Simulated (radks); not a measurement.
The numbers below are computed, except where a source is named.
Question: The mean radii <r> (bohr) of the occupied orbitals of an atom or ion are listed with their occupations. Level of theory: scalar-relativistic Kohn-Sham, exchange-only LDA, spin-polarised, spherical densities, point nucleus (a radial shooting solver on a logarithmic mesh with Libxc functionals).

orbital  occ.      <r>
1s up       1  0.03430
1s down     1  0.03430
2s up       1   0.1475
2s down     1   0.1474
2p up       3   0.1281
2p down     3   0.1281
3s up       1   0.3606
3s down     1   0.3609
3p up       1   0.3492

Name the element and its charge. Open shells, if any, are filled with parallel spins first.

Answer: Z = 43, technetium, charge +30: Tc30+ in [Ne] 3s2 3p1. The 1s radius gives Z: for a bare nucleus <r> = (2 gamma + 1)/(2Z) with gamma = sqrt(1 - (Z/c)^2), 0.03371 bohr for Z = 43, and screening makes it slightly larger (0.03430 here). The occupations add up to 13, and the charge is Z minus that.
